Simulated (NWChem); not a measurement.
Species: AlH₂O₂Cl; SMILES [OH][Al]([Cl])[OH]

```xyz
6

Al    -0.0391     0.4280     0.0000
Cl     0.2004    -1.6485     0.0000
O     -1.6142     1.0327     0.0000
H     -1.8398     1.9640     0.0000
O      1.2896     1.4747     0.0000
H      2.2097     1.2071     0.0000
```
Atoms are numbered in this order, from 1.

All runs: NWChem. Pople sets run with spherical d functions. STO-3G and 3-21G are far too small for this property and stand as cheap habits. Geometry: optimised at PBE0/def2-SVP. B3LYP is NWChem's, with the RPA form of VWN correlation. Field at 589 nm.

| level | isotropic polarisability (bohr³) | anisotropy (bohr³) |
|---|---|---|
| B3LYP/STO-3G | 18.1 | 19.6 |
| B3LYP/6-31G* | 33.9 | 15.0 |
| B3LYP/def2-SVP | (withheld) | (withheld) |
| B3LYP/def2-SVPD | 46.3 | 11.5 |
| B3LYP/aug-cc-pVDZ | 46.3 | 12.5 |

Q: What belongs in the gaps?

A: 
- B3LYP/def2-SVP, isotropic polarisability (bohr³): 32.7
- B3LYP/def2-SVP, anisotropy (bohr³): 13.7
